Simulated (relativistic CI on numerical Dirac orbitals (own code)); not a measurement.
## Electric-dipole transitions in Rh XXXVI

Computed by Dirac-Coulomb-Breit CI, KLI orbitals optimised for each configuration, a model potential for QED, unscaled Slater integrals (own radial code, finite nucleus).

CI space (outside the closed core 1s2): 2s2 2p6, 2s2 2p5 3s, 2s2 2p5 3p, 2s2 2p5 3d, 2s 2p6 3s, 2s 2p6 3p, 2s 2p6 3d, 2s2 2p5 4s, 2s2 2p5 4p, 2s2 2p5 4d, 2s2 2p5 4f, 2s 2p6 4s, 2s 2p6 4p, 2s 2p6 4d, 2s2 2p4 3s2, 2s 2p6 4f. Levels of other configurations are missing.

| λ vac (nm) | Lower | Upper | A (s⁻¹) | gf | Branching (%) |
| --- | --- | --- | --- | --- | --- |
| 0.39317 | 2s2 2p6 1S_0 [1] | 2s2 2p5 3d 1P°_1 [27] | 2.33e+14 | 1.62e+00 | 100.0 |
| 0.41038 | 2s2 2p6 1S_0 [1] | 2s2 2p5 3d 1P°_1 [20] | 2.65e+14 | 2.01e+00 | 100.0 |
| 1.1708 | 2s2 2p5 3s 3P°_2 [2] | 2s2 2p5 4p 3D_3 [42] | 4.73e+12 | 6.81e-01 | 81.5 |
| 1.2155 | 2s2 2p5 3p 3D_2 [5] | 2s2 2p5 4d 3F°_3 [48] | 9.76e+12 | 1.51e+00 | 82.8 |
| 1.2563 | 2s2 2p5 3p 3D_3 [6] | 2s2 2p5 4d 3F°_4 [50] | 1.19e+13 | 2.53e+00 | 99.8 |
| 1.2607 | 2s2 2p5 3p 3P_2 [8] | 2s2 2p5 4d 3D°_3 [52] | 9.57e+12 | 1.60e+00 | 80.7 |
| 1.3505 | 2s2 2p5 3d 3P°_1 [13] | 2s2 2p5 4f 3D_2 [56] | 1.41e+13 | 1.92e+00 | 55.6 |
| 1.3547 | 2s2 2p5 3d 3F°_2 [24] | 2s2 2p5 4f 3G_3 [72] | 2.31e+13 | 4.46e+00 | 93.3 |
| 1.3573 | 2s2 2p5 3d 3F°_3 [14] | 2s2 2p5 4f 3G_4 [55] | 2.27e+13 | 5.65e+00 | 91.9 |
| 1.3590 | 2s2 2p5 3d 3D°_2 [15] | 2s2 2p5 4f 3F_3 [58] | 1.63e+13 | 3.16e+00 | 65.6 |
| 1.3599 | 2s 2p6 3d 3D_2 [35] | 2s 2p6 4f 3F°_3 [87] | 2.06e+13 | 3.99e+00 | 81.0 |
| 1.3630 | 2s2 2p5 3d 3F°_4 [16] | 2s2 2p5 4f 3G_5 [57] | 2.46e+13 | 7.52e+00 | 99.9 |
| 1.3650 | 2s2 2p5 3d 3P°_2 [25] | 2s2 2p5 4f 3D_3 [75] | 2.35e+13 | 4.60e+00 | 94.5 |
| 1.3666 | 2s2 2p5 3d 1D°_2 [17] | 2s2 2p5 4f 1F_3 [60] | 1.99e+13 | 3.91e+00 | 80.2 |
| 1.3672 | 2s 2p6 3d 3D_3 [36] | 2s 2p6 4f 3F°_4 [88] | 2.45e+13 | 6.17e+00 | 96.9 |
| 1.3685 | 2s2 2p5 3d 3F°_3 [26] | 2s2 2p5 4f 3G_4 [74] | 2.45e+13 | 6.19e+00 | 99.9 |
| 1.3737 | 2s2 2p5 3d 3D°_3 [18] | 2s2 2p5 4f 3F_4 [61] | 2.14e+13 | 5.44e+00 | 86.9 |
| 1.3770 | 2s2 2p5 3d 1P°_1 [27] | 2s2 2p5 4f 3F_2 [73] | 2.03e+13 | 2.89e+00 | 81.5 |
| 1.3823 | 2s 2p6 3d 1D_2 [37] | 2s 2p6 4f 1F°_3 [89] | 2.20e+13 | 4.41e+00 | 87.8 |
| 1.4013 | 2s2 2p5 3d 1P°_1 [20] | 2s2 2p5 4f 1D_2 [59] | 2.00e+13 | 2.94e+00 | 80.9 |

Terms are leading LS components. Brackets give the number of a level in order of energy, since labels repeat. The list gives strong lines, with weight on those to low levels, without lines whose two gauges differ by over a factor of 2.5, among the lowest 89 of 94 levels, so that lines to higher ones, which can be the strongest, are missing. Levels whose partners in the same complex of configurations lie outside the list can be far off, and so can their lines. Rates are taken at the computed energies, electric ones in the length gauge.

At this charge energies of transitions that change n are usually good to better than 1 %, and those within a shell (Δn = 0) to a few per cent.

LS names give the leading component of a level, which can be under half, so a name can repeat, a term be missing and a line seem to break the LS rules.
